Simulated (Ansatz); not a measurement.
Total energies of B₃As₃H₁₂, a cluster cut from wurtzite BAs (hydrogen-capped) from Ansatz at PBE0-D4/def2-SVP, gas phase (1 Eh = 27.2114 eV = 2625.5 kJ/mol). The reference geometry is relaxed at B3LYP-D4/def2-SVP.

Cartesian coordinates in Å:
```
As -0.2634 1.6238 1.0081
B 0.3618 1.8149 -0.9524
As -0.1666 0.0674 -1.9210
B 0.2695 -0.0718 2.0625
As -0.2525 -1.6925 0.8912
B 0.3722 -1.7410 -1.0782
H 0.1984 2.8367 1.7813
H -1.7604 1.8442 1.1001
H -0.1549 2.7742 -1.4793
H 1.5753 1.8198 -0.9148
H -1.6501 0.0742 -2.2325
H 0.3681 0.1189 -3.3330
H -0.2963 -0.1114 3.1318
H 1.4827 -0.0692 2.1041
H -1.7479 -1.9290 0.9681
H 0.2182 -2.9536 1.5769
H 1.5856 -1.7419 -1.0417
H -0.1396 -2.6637 -1.6712
```

| state | geometry | energy (Eh) |
| --- | --- | --- |
| charge 0 singlet | reference | -6787.61921 |
| charge -1 doublet | reference | -6787.58890 |
| free As atom (quartet) | – | -2235.26429 |
| free B atom (doublet) | – | -24.58932 |
| free H atom (doublet) | – | -0.50029 |

Q: Work out the vertical electron affinity, to the doublet.

A: E(charge 0 singlet) − E(charge -1 doublet) = -6787.61921 − (-6787.58890) = -0.03031 Eh = -0.82 eV; negative, so the extra electron isn't bound. The basis lacks diffuse functions, which makes affinities too small.

Q: What is the binding energy per atom against free atoms?

A: Atoms: 3 × (-2235.26429) + 3 × (-24.58932) + 12 × (-0.50029) = -6785.56431 Eh. Binding: -6785.56431 − (-6787.61921) = 2.05490 Eh = 55.92 eV, or 3.11 eV for each of 18 atoms (no zero-point energy, no counterpoise term).

At PBE0-D4/def2-SVP the highest occupied level of the charge -1 doublet lies above zero (up to 2.32 eV). By energy differences it is unbound by 0.82 eV (vertical, to the charge 0 singlet, at PBE0-D4/def2-SVP) and held by the finite basis.
